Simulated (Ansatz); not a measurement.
Computed with Ansatz on PBE0-D4/def2-TZVP structures; ΔE is electronic, products minus reactants. CBS: MP2 limit from def2 TZ/QZ plus the TZ coupled-cluster correction, frozen cores. Functionals use def2-TZVPP. B3LYP here is the variant with VWN-RPA as its local correlation; programs differ in this. HSE06 is defined as in plane-wave codes. def2 core potentials past Kr. For Ga, W outer-core shells are correlated without core-valence functions, which leaves a few kJ/mol of doubt a bond. Scalar relativity is left out up to krypton. One conformer a species, not always the lowest.

Consider the redistribution: `C[S][Ga]([CH3])[F]` + `[O]=[W](=[O])([F])[Cl]` → `C[S][Ga]([F])[F]` + `[CH3][W](=[O])(=[O])[Cl]`.

```csv
level,ΔE (kcal/mol),difference from CCSD(T)/CBS
LDA (SPW92),12.6,3.1
revPBE-D4,12.4,2.9
BLYP-D4,12.0,2.5
r2SCAN-D4,11.7,2.2
B97M-V,11.8,2.3
PBE0-D4,10.9,1.4
B3LYP-D4,11.0,1.5
r2SCANh-D4,11.1,1.6
r2SCAN0-D4,10.4,0.9
HSE06-D4,10.8,1.3
BHLYP-D4,9.4,-0.1
CAM-B3LYP-D4,11.2,1.7
ωB97M-V,10.8,1.3
B2PLYP,10.1,0.6
PBE-QIDH,9.4,-0.1
PBE,12.2,2.7
revPBE,12.2,2.7
BLYP,12.0,2.5
r2SCAN,11.6,2.1
PBE0,10.9,1.4
B3LYP,11.0,1.5
r2SCANh,11.1,1.6
r2SCAN0,10.4,0.9
HSE06,10.9,1.4
BHLYP,9.5,0.0
LC-ωPBE,12.0,2.5
RPA@PBE/def2-TZVPP,9.1,-0.4
HF/def2-SVP,6.1,-3.4
MP2/def2-SVP,7.4,-2.1
CCSD(T)/def2-SVP,6.8,-2.7
HF/def2-TZVPP,7.2,-2.3
MP2/def2-TZVPP,8.5,-1.0
SCS-MP2/def2-TZVPP,8.3,-1.2
CCSD/def2-TZVPP,7.8,-1.7
CCSD(T)/def2-TZVPP,8.3,-1.2
HF/def2-QZVPP,6.8,-2.7
SCS-MP2/def2-QZVPP,8.7,-0.8
HF/CBS(def2),6.7,-2.8
MP2/CBS(def2),9.7,0.2
CCSD/CBS(def2),9.0,-0.5
CCSD(T)/CBS,9.5,0
```

Largest T1 diagnostic among the species: 0.023, so the coupled-cluster value is less sure than usual.

In def2-TZVPP, CCSD(T) changes the Hartree–Fock value by +1.2 kcal/mol (the triples alone add +0.5 kcal/mol) and MP2 by +1.3 kcal/mol. At CCSD(T), def2-SVP lies −2.7 kcal/mol from the extrapolated value and def2-TZVPP −1.2 kcal/mol. From PBE to PBE0 (25 % exact exchange), in def2-TZVPP and without D4, ΔE moves by −1.3 kcal/mol.
